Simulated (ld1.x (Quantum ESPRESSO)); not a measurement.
PBE PAW dataset for Tb (Z = 65), scalar-relativistic all-electron reference.

Tb, PAW, made with ld1.x (Quantum ESPRESSO) 7.5 (PBE, scalar-relativistic). Core [Kr] 4d10, reference 4f9 5s2 5p6 5d0 6s2 6p0. Waves: 5s (bound): rcut 1.85, rcutus 2.40 bohr; 6s (bound): rcut 1.85, rcutus 2.40 bohr; 5p (bound): rcut 2.10, rcutus 2.55 bohr; 6p (bound, empty): rcut 2.10, rcutus 2.55 bohr; 5d (bound, empty): rcut 2.65, rcutus 3.35 bohr; 5d channel at 2.05 Ry: rcut 2.65, rcutus 3.35 bohr; 4f (bound): rcut 0.75, rcutus 0.80 bohr; 4f channel at 0.1 Ry: rcut 0.75, rcutus 0.80 bohr. Local part: all-electron potential smoothed inside 2.15 bohr (lloc = -1). Core correction: Bessel-smoothed model core inside 0.70 bohr. Augmentation charge: GAUSS, radius 0.55 bohr.

All-electron outer shells of the reference configuration (PBE, scalar-relativistic, ld1.x):

```tsv
shell	level (eV)	outermost node (bohr)	outermost maximum (bohr)
4p	-280.37	0.28	0.53
4d	-146.92	0.26	0.55
5s	-47.48	0.64	1.18
5p	-24.83	0.69	1.35
6s	-3.70	1.60	3.54
4f	-3.03	–	0.56
5d	-1.30	0.78	2.12
6p	-1.17	1.96	4.83
```

Task: Is the overlap operator S = 1 + Σ q|β⟩⟨β| positive definite (Bessel basis up to 400 Ry)?

Result: No: its lowest eigenvalue is -0.340, in the p channel, so the generalised eigenproblem breaks down once the basis is large enough.

Its largest configuration-test error is -17 meV (4f9 5s2 5p6 5d0 6s1 6p0). Test run stopped at test 2 of 7 (negative rho).

The ghost test of this file was not conclusive. Its overlap operator is not positive definite in a basis up to 400 Ry (lowest eigenvalue p -0.34), so the file is unfit for use: the generalised eigenproblem breaks down once the basis is large enough, and its test numbers describe a broken file.
